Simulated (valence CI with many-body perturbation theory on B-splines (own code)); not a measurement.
Eu LVII: electric-dipole lines

Level of theory: valence CI with perturbative core correlation (CI+MBPT): five valence electrons over a frozen Dirac-Fock core [He], a basis of 9 s, 9 p, 8 d, 6 f, 3 g, 1 h functions for each j, with the one-electron correlation potential Σ1, the two-electron term Σ2, the three-electron term Σ3, Breit, model QED; selected CI, second order for the rest (own B-spline code, finite nucleus).

The last digits are not significant, and no measured levels were compared; by estimate large intervals hold to a few tenths of a per cent, small ones and those within an open d or f shell to about a per cent. Among the levels kept, up to 1200 cm⁻¹ of a level comes from second order outside the variational space, and about a tenth of that is noise between levels of different J, which matters for small intervals.

Lines 51 to 100 of 259 in falling wavelength, among levels below 61986 × 10³ cm⁻¹, chosen from the strongest by gf and those to the six lowest levels. Wavelengths and rates use the calculated energies. Electric multipoles are in the length gauge, E1 and E2 with the static RPA response of the core. Weak lines are less certain than strong ones. Lines between different terms over intervals too small for the method are left out, as are lines whose strength nearly cancels. The highest levels of a list are the least certain.

Levels are named by their leading jj configuration (3d3/2^4 stands for four electrons in 3d with j = 3/2), which in mixed levels can hold well under half, so a name can repeat and another be missing. Letters in brackets count levels of one name in rising energy.

```
λ vac (nm)                               Upper                               Lower   A (s⁻¹)  S (a.u.)
     4.379  (2s 2p1/2^2 2p3/2 3d3/2) J=3/2 [a]  (2s 2p1/2^2 2p3/2 3p1/2) J=3/2 [a]  1.86e+11  3.08e-02
     4.373  (2s^2 2p1/2 2p3/2 3p3/2) J=3/2 [b]     (2s^2 2p1/2 2p3/2 3s) J=3/2 [b]  8.61e+10  1.42e-02
     4.360          (2s^2 2p1/2^2 3d3/2) J=3/2          (2s^2 2p1/2^2 3p1/2) J=1/2  2.31e+11  3.78e-02
     4.356  (2s^2 2p1/2 2p3/2 3d3/2) J=1/2 [b]  (2s^2 2p1/2 2p3/2 3p1/2) J=3/2 [b]  1.98e+11  1.61e-02
     4.353      (2s 2p1/2^2 2p3/2 3d3/2) J=7/2      (2s 2p1/2^2 2p3/2 3p1/2) J=5/2  1.98e+11  6.45e-02
     4.352      (2s^2 2p1/2 2p3/2 3d3/2) J=7/2      (2s^2 2p1/2 2p3/2 3p1/2) J=5/2  2.26e+11  7.35e-02
     4.336  (2s 2p1/2^2 2p3/2 3d3/2) J=1/2 [a]  (2s 2p1/2^2 2p3/2 3p1/2) J=3/2 [a]  2.46e+11  1.98e-02
     4.328  (2s^2 2p1/2 2p3/2 3p3/2) J=5/2 [a]     (2s^2 2p1/2 2p3/2 3s) J=3/2 [a]  3.64e+11  8.72e-02
     4.323  (2s^2 2p1/2 2p3/2 3d3/2) J=3/2 [a]      (2s^2 2p1/2 2p3/2 3p1/2) J=1/2  1.35e+11  2.15e-02
     4.322  (2s 2p1/2^2 2p3/2 3p3/2) J=5/2 [a]     (2s 2p1/2^2 2p3/2 3s) J=3/2 [a]  1.21e+11  2.89e-02
     4.294  (2s 2p1/2^2 2p3/2 3d3/2) J=5/2 [b]  (2s 2p1/2^2 2p3/2 3p1/2) J=3/2 [b]  1.33e+11  3.11e-02
     4.287      (2s 2p1/2^2 2p3/2 3p3/2) J=7/2         (2s 2p1/2^2 2p3/2 3s) J=5/2  2.62e+11  8.14e-02
     4.264  (2s 2p1/2^2 2p3/2 3p3/2) J=1/2 [a]     (2s 2p1/2^2 2p3/2 3s) J=3/2 [a]  3.06e+11  2.34e-02
     4.263          (2s^2 2p1/2^2 3p3/2) J=3/2             (2s^2 2p1/2^2 3s) J=1/2  3.71e+11  5.68e-02
     4.253  (2s^2 2p1/2 2p3/2 3d3/2) J=1/2 [a]      (2s^2 2p1/2 2p3/2 3p1/2) J=1/2  2.09e+11  1.59e-02
     4.252  (2s^2 2p1/2 2p3/2 3p3/2) J=3/2 [a]     (2s^2 2p1/2 2p3/2 3s) J=3/2 [a]  7.18e+10  1.09e-02
     4.245  (2s 2p1/2^2 2p3/2 3p3/2) J=5/2 [b]  (2s^2 2p1/2 2p3/2 3p3/2) J=3/2 [b]  6.01e+10  1.36e-02
     4.215          (2s 2p1/2^2 2p3/2^2) J=1/2          (2s^2 2p1/2 2p3/2^2) J=1/2  4.90e+10  3.62e-03
     4.213  (2s 2p1/2^2 2p3/2 3d3/2) J=1/2 [b]      (2s 2p1/2^2 2p3/2 3p1/2) J=1/2  1.02e+11  7.55e-03
     4.194          (2s 2p1/2^2 2p3/2^2) J=3/2          (2s^2 2p1/2 2p3/2^2) J=1/2  6.35e+07  9.25e-06
     4.174  (2s 2p1/2^2 2p3/2 3d3/2) J=5/2 [b]      (2s^2 2p1/2 2p3/2 3d3/2) J=7/2  3.14e+10  6.76e-03
     4.172  (2s 2p1/2^2 2p3/2 3p3/2) J=3/2 [a]         (2s 2p1/2^2 2p3/2 3s) J=5/2  7.41e+10  1.06e-02
     4.156  (2s^2 2p1/2 2p3/2 3p3/2) J=5/2 [b]     (2s^2 2p1/2 2p3/2 3s) J=3/2 [b]  2.04e+11  4.33e-02
     4.151  (2s^2 2p1/2 2p3/2 3d3/2) J=5/2 [b]      (2s^2 2p1/2 2p3/2 3p1/2) J=5/2  1.01e+11  2.15e-02
     4.147  (2s^2 2p1/2 2p3/2 3p3/2) J=3/2 [b]         (2s^2 2p1/2 2p3/2 3s) J=1/2  7.64e+10  1.08e-02
     4.145  (2s 2p1/2^2 2p3/2 3p3/2) J=3/2 [b]         (2s 2p1/2^2 2p3/2 3s) J=1/2  1.73e+11  2.44e-02
     4.121  (2s 2p1/2^2 2p3/2 3p3/2) J=5/2 [b]      (2s^2 2p1/2 2p3/2 3p3/2) J=7/2  3.17e+10  6.56e-03
     4.089  (2s 2p1/2^2 2p3/2 3p3/2) J=1/2 [b]         (2s 2p1/2^2 2p3/2 3s) J=1/2  1.67e+11  1.13e-02
     4.081  (2s^2 2p1/2 2p3/2 3p3/2) J=5/2 [b]         (2s^2 2p1/2 2p3/2 3s) J=5/2  2.20e+11  4.43e-02
     4.056         (2s 2p1/2^2 2p3/2 3s) J=1/2         (2s^2 2p1/2 2p3/2 3s) J=1/2  1.35e+11  8.88e-03
     4.037     (2s 2p1/2^2 2p3/2 3s) J=3/2 [b]     (2s^2 2p1/2 2p3/2 3s) J=3/2 [b]  8.41e+10  1.09e-02
     4.008  (2s^2 2p1/2 2p3/2 3d3/2) J=3/2 [b]      (2s^2 2p1/2 2p3/2 3p1/2) J=5/2  1.01e+11  1.29e-02
     3.973  (2s 2p1/2^2 2p3/2 3p3/2) J=5/2 [a]         (2s 2p1/2^2 2p3/2 3s) J=5/2  2.17e+11  4.04e-02
     3.967     (2s 2p1/2^2 2p3/2 3s) J=3/2 [b]         (2s^2 2p1/2 2p3/2 3s) J=5/2  8.42e+10  1.04e-02
     3.858  (2s^2 2p1/2 2p3/2 3p3/2) J=1/2 [b]     (2s^2 2p1/2 2p3/2 3s) J=3/2 [b]  4.76e+11  2.69e-02
     3.744     (2s 2p1/2^2 2p3/2 3s) J=3/2 [b]     (2s^2 2p1/2 2p3/2 3s) J=3/2 [a]  7.05e+10  7.30e-03
     3.693          (2s 2p1/2^2 2p3/2^2) J=3/2          (2s^2 2p1/2 2p3/2^2) J=5/2  5.46e+10  5.43e-03
     3.621  (2s 2p1/2^2 2p3/2 3p3/2) J=5/2 [b]     (2s 2p1/2^2 2p3/2 3s) J=3/2 [a]  4.41e+10  6.19e-03
     3.480          (2s 2p1/2^2 2p3/2^2) J=1/2          (2s^2 2p1/2 2p3/2^2) J=3/2  2.58e+08  1.07e-05
     3.465          (2s 2p1/2^2 2p3/2^2) J=3/2          (2s^2 2p1/2 2p3/2^2) J=3/2  1.90e+10  1.56e-03
     3.462             (2p1/2^2 2p3/2^3) J=3/2            (2s 2p1/2 2p3/2^3) J=5/2  1.25e+11  1.02e-02
     3.398                (2s^2 2p3/2^3) J=3/2          (2s 2p1/2^2 2p3/2^2) J=1/2  5.84e+08  4.52e-05
     2.756                (2s^2 2p3/2^3) J=3/2          (2s 2p1/2^2 2p3/2^2) J=5/2  1.15e+09  4.76e-05
     1.394        (2s 2p1/2 2p3/2^3) J=3/2 [a]          (2s^2 2p1/2 2p3/2^2) J=1/2  1.84e+10  9.84e-05
     1.335          (2s 2p1/2^2 2p3/2^2) J=5/2          (2s^2 2p1/2^2 2p3/2) J=3/2  6.54e+11  4.60e-03
     1.334        (2s 2p1/2 2p3/2^3) J=3/2 [a]          (2s^2 2p1/2 2p3/2^2) J=5/2  7.68e+10  3.60e-04
     1.303        (2s 2p1/2 2p3/2^3) J=3/2 [a]          (2s^2 2p1/2 2p3/2^2) J=3/2  2.19e+12  9.54e-03
     1.282            (2s 2p1/2 2p3/2^3) J=5/2          (2s^2 2p1/2 2p3/2^2) J=5/2  2.17e+12  1.36e-02
     1.280  (2s 2p1/2^2 2p3/2 3d3/2) J=3/2 [b]          (2s^2 2p1/2^2 3d3/2) J=3/2  1.58e+12  6.57e-03
     1.272  (2s^2 2p1/2 2p3/2 3p3/2) J=3/2 [b]             (2s^2 2p1/2^2 3s) J=1/2  7.60e+11  3.09e-03
```
